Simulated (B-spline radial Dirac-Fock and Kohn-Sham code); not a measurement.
**K-line shifts caused by a second vacancy in Br²¹⁺**

System: bromine as Br²¹⁺, configuration [Ne] 3s2 3p2.

These are calculated numbers from an atomic code on a B-spline grid; the model is Dirac-Fock (average of configuration) total-energy differences with a finite nucleus, the Breit interaction including its frequency dependence, and self-energy and vacuum-polarisation corrections. Each two-hole energy is an average over J within one jj subconfiguration, not an observable level; in light atoms, where LS coupling holds, the j-resolved values are not observed lines, and for a K spectator the Kα1 hypersatellite is nearly forbidden. Correlation and solid-state effects are left out.

Lines without a spectator: Kα2 (K-L2) 11910.0 eV, Kα1 (K-L3) 11957.9 eV. Shifts in eV with one spectator hole (a dash: not computed, or left out as unreliable):

```csv
spectator hole,Kα2,Kα1
K (1s),+381.9,+387.7
L2 (2p1/2),+41.9,+51.6
L3 (2p3/2),+45.8,+44.7
```
